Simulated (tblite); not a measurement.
C4H11BrOSi2.
SMILES with atom numbers: `[CH3:1][C:2]([CH3:3])([CH:4]=[O:5])[SiH2:6][SiH2:7][Br:8]` (hydrogens: H9, H10, H11 on C1; H12, H13, H14 on C3; H15 on C4; H16, H17 on Si6; H18, H19 on Si7)

Computed with GFN2-xTB (tblite), gas phase: L-BFGS steps from a force-field or distance-geometry start until the largest atomic force falls under 0.01 eV/Å.

Geometry at step 147:
```
atom  x, y, z in Å
C1     -2.0033   -0.3128   -0.8852
C2     -0.7378   -0.2727   -0.0481
C3     -0.1485   -1.6765    0.1210
C4     -0.9853    0.3074    1.2888
O5     -0.0988    0.6144    2.0581
Si6     0.5789    0.9156   -0.8028
Si7     2.3442    1.0260    0.6699
Br8     4.1301    1.3104   -0.6637
H9     -2.8049   -0.8447   -0.3727
H10    -1.8037   -0.8149   -1.8277
H11    -2.3353    0.7014   -1.0965
H12     0.7522   -1.6647    0.7313
H13     0.0904   -2.0905   -0.8546
H14    -0.8759   -2.3297    0.6027
H15    -2.0523    0.4794    1.5606
H16     0.8757    0.3922   -2.1403
H17    -0.0888    2.2158   -0.9561
H18     2.4231    2.2204    1.4998
H19     2.7304   -0.1672    1.4267
```

Problem. Give the atomic forces at this geometry.

Solution. 
| atom | Fx (eV/Å) | Fy (eV/Å) | Fz (eV/Å) |
| --- | --- | --- | --- |
| C1 | 0.031 | 0.021 | -0.001 |
| C2 | -0.044 | 0.047 | 0.137 |
| C3 | -0.031 | 0.027 | -0.024 |
| C4 | 0.021 | 0.022 | 0.140 |
| O5 | -0.077 | 0.016 | -0.101 |
| Si6 | 0.043 | -0.032 | -0.017 |
| Si7 | -0.018 | -0.059 | 0.135 |
| Br8 | 0.031 | 0.000 | 0.021 |
| H9 | 0.005 | -0.016 | -0.023 |
| H10 | -0.059 | 0.008 | -0.053 |
| H11 | -0.105 | -0.039 | -0.036 |
| H12 | -0.035 | 0.003 | -0.003 |
| H13 | 0.051 | -0.056 | -0.030 |
| H14 | -0.001 | -0.041 | -0.011 |
| H15 | 0.253 | 0.016 | -0.011 |
| H16 | -0.022 | -0.005 | -0.046 |
| H17 | -0.005 | 0.012 | -0.048 |
| H18 | -0.014 | -0.025 | 0.034 |
| H19 | -0.023 | 0.102 | -0.063 |

The largest, 0.25 eV/Å, acts on H15; the rms over all components is 0.060 eV/Å. The forces sum to zero within rounding, as they must for an isolated molecule in no field.

Problem. Give the force on H15 in Eh/bohr and in nN.

Solution. 0.254 eV/Å ÷ 51.422 = 0.00493 Eh/bohr, and 0.254 eV/Å × 1.602 = 0.41 nN.

Problem. How far is this geometry from the end of the optimisation?

Solution. 0.075 eV above it, and 0.226 Å rms away after alignment. The bonds farthest from their final lengths, with half the difference of the two atoms' forces along the bond (positive lengthens):

```
   bond  now (Å)  final (Å)  force along bond (eV/Å)
Si7–Br8    2.247      2.268                    +0.06
 C2–Si6    1.928      1.947                    +0.04
Si6–Si7    2.302      2.316                    +0.02
  C2–C4    1.478      1.466                    -0.01
 C4–H15    1.114      1.104                    -0.13
Si7–H19    1.465      1.458                    -0.12
```

The angle farthest from its final value is C2–Si6–Si7, 107.6° against 101.8°.

Of the 5 listed bonds off by 0.010 Å or more, this force points towards the final length in 5.

What follows is the cost of the whole relaxation. On Intel Xeon at 2.50 GHz, one thread, no GPU, on a shared host, this took 6.3 s of wall time.
